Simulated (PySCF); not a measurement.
Compound: C₃H₄F₆Ge.
Cartesian coordinates in Å at the PBE0-D3(BJ)/def2-SVP level; atoms count from 1:
```xyz
14
C3H4F6Ge angstrom
F      2.5563   -0.5010   -0.8945
C      2.1563   -0.0993    0.3204
F      3.0638    0.7722    0.7672
F      2.2016   -1.1689    1.1245
C      0.7813    0.4985    0.2745
Ge    -0.5836   -0.6939   -0.4750
C     -2.2908    0.2868   -0.1611
F     -2.5142    0.4489    1.1520
F     -3.3488   -0.3488   -0.6744
F     -2.2535    1.5121   -0.7062
H      0.4845    0.7721    1.2973
H      0.8165    1.4187   -0.3258
H     -0.4174   -0.8878   -1.9848
H     -0.6594   -2.0236    0.2806
```

Level of theory: TDDFT CAM-B3LYP/def2-SVPD, vertical, gas phase, core orbitals frozen in the response in PySCF 2.14.0, density-fitted response routines. Relativistic effects, spin–orbit coupling among them, are left out although an element past zinc is present.

Transition dipole moments from the ground state, in atomic units and in the frame of the coordinates above (overall signs are arbitrary), for the states with f of 0.002 or more among the lowest 8:

| state | E (hartree) | μx | μy | μz |
| --- | --- | --- | --- | --- |
| S1 | 0.3262 | 0.192 | -0.189 | -0.089 |
| S3 | 0.3336 | -0.051 | -0.152 | 0.122 |
| S4 | 0.3373 | 0.317 | 0.425 | 0.304 |
| S5 | 0.3428 | -0.232 | 0.035 | -0.009 |
| S6 | 0.3452 | -0.052 | 0.162 | -0.278 |
| S7 | 0.3513 | 0.240 | 0.388 | -0.795 |
| S8 | 0.3569 | 0.028 | 0.018 | -0.145 |

Task: What oscillator strength does each state have?

Result: f = (2/3) ΔE |μ|² with ΔE in hartree (27.2114 eV).

```json
{"state": "S1", "|μ|² (au)": "0.080", "|μ| (D)": "0.72", "f": "0.017"}
{"state": "S3", "|μ|² (au)": "0.040", "|μ| (D)": "0.51", "f": "0.009"}
{"state": "S4", "|μ|² (au)": "0.374", "|μ| (D)": "1.55", "f": "0.084"}
{"state": "S5", "|μ|² (au)": "0.055", "|μ| (D)": "0.60", "f": "0.013"}
{"state": "S6", "|μ|² (au)": "0.106", "|μ| (D)": "0.83", "f": "0.024"}
{"state": "S7", "|μ|² (au)": "0.840", "|μ| (D)": "2.33", "f": "0.197"}
{"state": "S8", "|μ|² (au)": "0.022", "|μ| (D)": "0.38", "f": "0.005"}
```

Task: Which bond between heavy atoms lies closest to the direction of the S7 transition dipole?

Result: C2–F4 and C7–F8, at 32° from it; next C7–F10 and F1–C2 at 42°.

Task: What angle do the transition dipoles of S5 and S7 make?

Result: |cos θ| = |μa·μb| / (|μa| |μb|) = 0.17, so θ ≈ 80° (taken between 0 and 90°, since the signs are arbitrary).

The vertical ionisation energy (ΔSCF) is 11.96 eV, 2.25 eV above S8.

One conformer stands for the species.

Without π bonds the low states may be Rydberg-like; a valence basis with one diffuse set may place them up to an eV too high.
